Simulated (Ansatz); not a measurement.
Total energies of In₄Sb₅H₁₆⁺, a cluster cut from zinc blende InSb (hydrogen-capped) from Ansatz at PBE-D4/def2-TZVP, gas phase (1 Eh = 27.2114 eV = 2625.5 kJ/mol). The reference geometry is relaxed at r2SCAN-D4/def2-SVP.

Cartesian coordinates in Å:
```
Sb -1.891 1.796 -1.714
Sb -1.254 -2.592 -1.196
Sb 2.141 0.104 -1.759
Sb 0.778 2.571 1.585
Sb 1.418 -1.816 2.103
In -0.473 -0.402 -2.848
In -2.106 2.736 1.060
In -1.283 -2.906 1.724
In 2.674 0.512 1.039
H -3.456 1.598 -2.344
H -1.453 3.088 -2.726
H -2.791 -2.989 -1.800
H -0.439 -3.905 -1.905
H 2.832 1.393 -2.621
H 3.192 -1.103 -2.326
H 1.550 3.962 0.985
H 1.053 2.909 3.227
H 2.573 -3.030 1.818
H 1.716 -1.674 3.770
H -0.511 -0.611 -4.550
H -2.442 4.407 0.940
H -2.731 1.373 1.886
H -1.122 -4.586 1.988
H -2.297 -1.631 2.247
H 4.322 0.797 1.419
```

```csv
state,geometry,energy (Eh)
charge 1 singlet,reference,-1971.25833
charge 2 doublet,reference,-1970.85720
charge 2 doublet,relaxed at r2SCAN-D4/def2-SVP,-1970.86831
charge 0 doublet,reference,-1971.40652
```

In the def2 sets In, Sb take a core potential; there is no spin–orbit coupling. Single mean-field runs in def2-TZVP are fitted with def2-universal-jkfit.

(1) Work out the vertical ionisation energy to the doublet.

(2) Work out the vertical electron affinity, to the doublet.

(3) Give the fundamental gap IE − EA, the Mulliken electronegativity (IE + EA)/2 and the hardness (IE − EA)/2.

(4) How much does the charge 2 doublet relax, and what is the adiabatic ionisation energy?

(1) E(charge 2 doublet) − E(charge 1 singlet) = -1970.85720 − (-1971.25833) = 0.40113 Eh = 10.92 eV. For comparison, −ε of the highest occupied level is 9.25 eV at this level, 1.67 eV less.

(2) E(charge 1 singlet) − E(charge 0 doublet) = -1971.25833 − (-1971.40652) = 0.14819 Eh = 4.03 eV.

(3) From the values in Eh: IE − EA = 0.40113 − 0.14819 = 0.25294 Eh = 6.88 eV; (IE + EA)/2 = 7.47 eV; (IE − EA)/2 = 3.44 eV. The HOMO–LUMO gap of the same run is 3.72 eV, 3.16 eV smaller than the fundamental gap.

(4) Relaxation: -1970.85720 − (-1970.86831) = 0.01111 Eh = 0.30 eV. Adiabatic ionisation energy: 0.39002 Eh = 10.61 eV, without zero-point energy. 

At PBE-D4/def2-TZVP the gap within one spin of the charge 2 doublet nearly closes, so an electron or hole may be smeared out by delocalisation error. At PBE-D4/def2-TZVP the gap within one spin of the charge 0 doublet nearly closes, so an electron or hole may be smeared out by delocalisation error.
